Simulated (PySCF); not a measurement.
[SnF5]- (charge -1).
Structure used (PBE0-D3(BJ)/def2-SVP), in Å, numbered top down from 1:
```
atom  x, y, z in Å
Sn1   -0.003   -0.001    0.000
F2    -0.031   -0.010    1.955
F3     0.009    0.005   -1.955
F4     1.941    0.017    0.019
F5    -0.966    1.689   -0.003
F6    -0.950   -1.700   -0.016
```

Jobs on this species (6 atoms, 96 electrons) with PySCF (density fitting). Hardware of each: one thread, Arm Neoverse V1, shared host. The host was shared with other jobs, so the times are rough.

```json
{"level and settings": "PBE0/pcSseg-1 (def2-TZVP on Sn)", "work": "shieldings, charges and field gradients", "basis functions": "135", "SCF cycles": "?", "wall time": "?"}
{"level and settings": "PBE0-D3(BJ)/def2-SVP, grid level 1", "work": "geometry optimisation from a GFN2-xTB start", "basis functions": "96", "SCF cycles": "?", "wall time": "?"}
{"level and settings": "wB97X-D/pcSseg-1 (def2-TZVP on Sn)", "work": "shieldings", "basis functions": "135", "SCF cycles": "13", "wall time": "11 s"}
{"level and settings": "CAM-B3LYP/def2-SVPD", "work": "10 singlets by full TDDFT, 4 Tamm–Dancoff triplets, polarisability", "basis functions": "147", "SCF cycles": "11", "wall time": "18 s"}
```

Question: Fill in the missing figures.

Answer: 
- PBE0/pcSseg-1 (def2-TZVP on Sn); shieldings, charges and field gradients: 8.3 s, 12 SCF cycles
- PBE0-D3(BJ)/def2-SVP, grid level 1; geometry optimisation from a GFN2-xTB start: 19 s, 32 SCF cycles

Question: What do all jobs in the table cost together?

Answer: About 56 s; the longest takes about 34 % of that, and about 2.3 times as long as the shortest.
